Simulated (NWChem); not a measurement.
TiNH₂OCl; SMILES [NH2][Ti](=[O])[Cl]

```xyz
6

Ti    -0.1303     0.2125     0.1826
O     -1.4633     1.0835     0.2460
Cl    -0.1670    -2.0312    -0.2133
N      1.3954     1.2733     0.4799
H      2.3553     0.9305     0.4869
H      1.3981     2.2742     0.6597
```
Atoms are numbered in this order, from 1.

Level: B3LYP/6-31G* (spherical d) (NWChem), optimised geometry, unscaled harmonic frequencies. B3LYP is NWChem's, with the RPA form of VWN correlation.

```csv
frequency (cm⁻¹),IR intensity (km/mol)
45,46.4
133,4.9
228,5.6
411,44.3
495,13.5
564,32.8
629,267.8
742,132.7
1126,245.6
1589,49.6
3506,52.6
3606,20.6
```

```yaml
zero_point_energy: 18.7 kcal/mol
thermal correction to the enthalpy at 298.15 K (with zero-point energy): 22.9 kcal/mol
heat capacity Cv: 17.5 cal/(mol K)
entropy at 298.15 K and 1 atm (symmetry number 1): 79.3 cal/(mol K)
dipole_moment: 4.00 D
```

Rigid rotor and harmonic oscillator; modes under 100 cm⁻¹ make the entropy uncertain.
